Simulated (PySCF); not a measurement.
These compounds are isomers of formula C6H10OSi2.

A. SMILES C=CC1=C[SiH2]C=C[Si@@H]1O
B. `[SiH3]/C=C\[SiH2]c1ccco1`
C. `[SiH3]/C=C/[SiH2]c1ccco1`

Spectrum 1. ¹H NMR (500 MHz, computed): δ 7.34 (m, 1H), 7.21 (m, 1H), 6.60 (m, 1H), 6.51 (m, 1H), 6.48 (m, 1H), 5.62 (m, 1H), 5.10 (m, 1H), 4.61 (m, 1H), 4.58 (m, 1H), 0.93 (br s, 1H). ¹³C{¹H} NMR (computed): δ 165.1 (C), 159.8 (CH), 154.6 (CH), 153.3 (CH), 147.6 (CH), 129.2 (CH2).

Spectrum 2. ¹H NMR (500 MHz, computed): δ 7.72 (m, 1H), 7.33 (m, 1H), 7.24 (m, 1H), 6.87 (m, 1H), 6.55 (m, 1H), 4.88 (d, 2H), 4.29 (d, 3H). ¹³C{¹H} NMR (computed): δ 158.3 (CH), 157.4 (CH), 153.0 (CH), 152.9 (C), 130.3 (CH), 115.6 (CH).

Spectrum 3. ¹H NMR (500 MHz, computed): δ 7.81 (m, 1H), 7.27 (m, 1H), 7.22 (m, 1H), 7.18 (m, 1H), 6.58 (m, 1H), 4.88 (d, 2H), 3.43 (d, 3H). ¹³C{¹H} NMR (computed): δ 156.5 (CH), 155.7 (CH), 154.5 (C), 153.8 (CH), 135.3 (CH), 116.5 (CH).

Method: structure optimised with PBE0-D3(BJ)/def2-SVP, shielding tensors at PBE0/pcSseg-1 (GIAO), in PySCF 2.14 (no relativistic terms, gas phase, equivalent nuclei averaged, one computed conformer).

Referencing at the same level of theory: ¹H and ¹³C against TMS. Where no couplings were computed, multiplicities follow the n + 1 count of equivalent neighbours, and m marks all less simple cases (inequivalent or close neighbours, rings, F or P nearby). Shifts are as computed. Against solution values, carbons near 30 ppm lie about +2 ppm off and those near 130 ppm about +5 ppm. Of 1211 compounds with measured shifts, 218 miss one by over three times the rms of a fit or turn the order of signals round; such compounds aren't used in these exercises. OH and NH positions are gas-phase values without hydrogen bonding to other molecules.

Question: Match each spectrum to its structure.

Answer: 1–A, 2–C, 3–B.

- Spectrum 1 (A): 6 ¹³C signals; δC 159.8 is an alkene CH; δC 154.6 is an alkene CH.
- Spectrum 2 (C): 6 ¹³C signals; δC 158.3 is an alkene CH; δC 157.4 is an alkene CH.
- Spectrum 3 (B): 6 ¹³C signals; δC 156.5 is an alkene CH; δC 155.7 is an alkene CH.
